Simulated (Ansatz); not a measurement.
This geometry of GeH₃OSb (6 atoms, charge 0, multiplicity 1) is a first-order saddle point.

These are results of UKS PBE-D4/def2-SVP (Ansatz 0.2.0), not measurements.

```xyz
6
Properties=species:S:1:pos:R:3
O 1.056 -0.652 0.206
Ge -0.465 0.080 -0.578
Sb -0.412 -0.177 1.981
H -1.129 -1.045 -1.413
H -0.175 1.364 -1.401
H 1.125 0.430 1.205
```

(1) Which two structures does it join? (They come from a converged band through this point; their orientation in space is the band's.)

(2) How far does it lie above each of them?

Answers

(1) Bonds broken: O1–Sb3, Sb3–H6. Bonds formed: O1–H6.

Image 0:

```xyz
6
Properties=species:S:1:pos:R:3
O 0.990 -0.978 -0.033
Ge -0.427 -0.049 -0.711
Sb 0.037 -0.416 1.783
H -1.425 -0.941 -1.496
H -0.013 1.248 -1.458
H 0.839 1.136 1.915
```

Image 8:

```xyz
6
Properties=species:S:1:pos:R:3
O 1.438 -0.362 -0.044
Ge -0.326 -0.016 -0.289
Sb -1.681 -0.138 1.981
H -0.745 -1.126 -1.292
H -0.504 1.385 -0.965
H 1.817 0.257 0.608
```

(2) 1.45 eV above the first and 1.47 eV above the second. This is the barrier of this one path; another mechanism may lie lower. The orbitals stay closed-shell, which can raise the energy where a bond breaks towards radicals; this wasn't checked here.

Time of the run: 89 s on 2 threads of AMD EPYC 9R45 (Zen 5), on a shared host, peak memory 0.24 GiB.
